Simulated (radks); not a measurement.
Values are calculated unless marked as measured or tabulated.
Spherical jellium clusters: N electrons in a uniform positive sphere of charge N and radius rs N^(1/3), rs = 2.29 bohr. Level of theory: non-relativistic Kohn-Sham, PBEsol, spin-polarised, spherical densities (a radial shooting solver with Libxc functionals). Levels are named by radial order and angular momentum (1s, 1p, 1d, 2s, ...), and open shells are averaged over m.

N = 10, configuration 1s2 1p6 1d(up 2, down 0). This is the lowest configuration that the search found. Occupied and some empty levels:

level    occupation  eigenvalue (eV)  <r> (bohr)
1s up             1          -9.3601       3.266
1s down           1          -9.1320       3.162
1p up             3          -6.0739       4.165
1p down           3          -5.6361       4.089
1d up             2          -2.5405       5.158
2s up             0          -2.2177       5.582
1d down           0          -1.9889       5.162
2s down           0          -1.8358       5.634

Energy (eV): total -6.72889, kinetic 44.231, external -622.88, Hartree 295.28, exchange-correlation -54.286, background 330.93.
